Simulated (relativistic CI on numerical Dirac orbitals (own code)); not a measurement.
## Os LVI: sensitivity of the levels to the model

Base calculation: Dirac-Coulomb-Breit CI, orbitals from a KLI potential per configuration, model QED, unscaled Slater integrals.

Configuration list (outside the closed core [Ne]): 3s2 3p6 3d3, 3s2 3p5 3d4, 3s 3p6 3d4, 3s2 3p6 3d2 4s, 3s2 3p6 3d2 4p, 3s2 3p6 3d2 4d, 3s2 3p5 3d3 4s, 3s2 3p6 3d2 4f, 3s2 3p5 3d3 4p, 3s 3p6 3d3 4s, 3p6 3d4 4p, 3s 3p6 3d3 4p, 3s2 3p6 3d 4s 4p, 3s2 3p6 3d2 5s, 3s 3p6 3d3 4d, 3s2 3p6 3d2 5p, 3s2 3p6 3d 4p 4d, 3s2 3p6 3d2 5f, 3s 3p6 3d2 4s 4p, 3p6 3d5, 3p5 3d6, 3p5 3d5 4s, 3p6 3d4 4s, 3p5 3d4 4s2, 3s2 3p6 3d 4s2, 3s2 3p6 4s2 4p, 3s2 3p6 4s2 4d, 3s2 3p6 3d 4p2, 3s2 3p6 4s 4p2, 3s2 3p6 4p3, 3s2 3p6 4p2 4d, 3s2 3p5 3d 4s 4p2. Double excitations out of closed p, d and f shells are left out; levels of such configurations are missing from the list, as are those of other unlisted configurations, and high levels can miss mixing partners. These lack a partner that the ground configuration has and come out too high: 3s2 3p5 3d3 4p.

Variants: (1) Breit term removed; (2) one mean potential for all configurations. Shifts of the energy above 3s2 3p6 3d3 4F_3/2, in cm⁻¹, for the lowest level and the first level of each name with at least 55 % of one term (blank where a level changes its place among those of its configuration and J or its character, or is not in the variant):

```
              Level     Base    Δ(1)  Δ(2)
 3s2 3p6 3d3 4F_3/2        0       0     0
 3s2 3p6 3d3 4F_5/2   602110  +17210   +98
 3s2 3p6 3d3 4P_1/2   703613  +16639   +79
 3s2 3p6 3d3 4F_7/2  1279497  +35947  +186
 3s2 3p6 3d3 2P_1/2  1392563  +31569  +165
3s2 3p6 3d3 2H_11/2  1398860  +51398  +184
 3s2 3p6 3d3 2F_7/2  1483204  +40246  +159
 3s2 3p6 3d3 2D_3/2  1663417  +27422  +135
```

At this charge energies of transitions that change n are usually good to better than 1 %, and those within a shell (Δn = 0) to a few per cent.

Ionisation energy from the two ground configurations alone: base 5420.94 eV; Breit term removed 5426.27 eV. The NIST ASD value (theoretical) is 5421 eV.

LS names give the leading component of a level, which can be under half, so a name can repeat, a term be missing and a line seem to break the LS rules.
